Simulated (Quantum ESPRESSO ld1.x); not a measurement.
Q: These are the eigenvalues of the occupied orbitals of an atom or ion with whole-number occupations (eV). Method: non-relativistic Kohn-Sham, LDA (Slater exchange, VWN5 correlation), spin-polarised, spherical densities, point nucleus; computed with ld1.x of Quantum ESPRESSO 7.5.

1s up: -32641.066
1s down: -32636.149
2s up: -6710.241
2s down: -6705.450
2p up: -6461.762
2p down: -6456.227
3s up: -2675.345
3s down: -2659.823
3p up: -2585.814

Which element is it, and in what charge state? The configuration may be excited. Open shells, if any, are filled with parallel spins first.

A: Z = 52, tellurium, charge +38: Te38+ in [Ne] 3s2 3p2. The list shows which subshells hold electrons but not how many an open one holds; the 1s level, -1199.5 hartree, gives Z - s = 49.0 by -(Z - s)^2/2, which with screening narrows Z to a few neighbours, and the depths of the outer levels then fix element, charge and occupations together.
